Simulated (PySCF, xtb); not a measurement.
C3H6F2Si, SMILES [C@@H]1([C@@H](C1[SiH3])F)F.

Harmonic wavenumbers (cm⁻¹) from GFN2-xTB (xtb) at its own minimum, in rising order: 58, 128, 188, 273, 302, 421, 465, 539, 580, 738, 760, 775, 787, 895, 912, 970, 1010, 1063, 1091, 1127, 1183, 1237, 1259, 1415, 2279, 2292, 2305, 3049, 3053, 3066.

Question: What does PySCF with PBE-D3(BJ)/def2-SVP give at its own minimum? (Estimate from the structure and the level; the computed values follow.)

Answer: 103, 131, 183, 275, 296, 425, 468, 572, 647, 735, 874, 889, 899, 914, 917, 962, 995, 1040, 1071, 1141, 1164, 1216, 1276, 1424, 2169, 2178, 2183, 3076, 3084, 3092. Paired by order, the mean absolute difference is 37 cm⁻¹ and the zero-point energies are 48.9 and 49.2 kcal/mol.
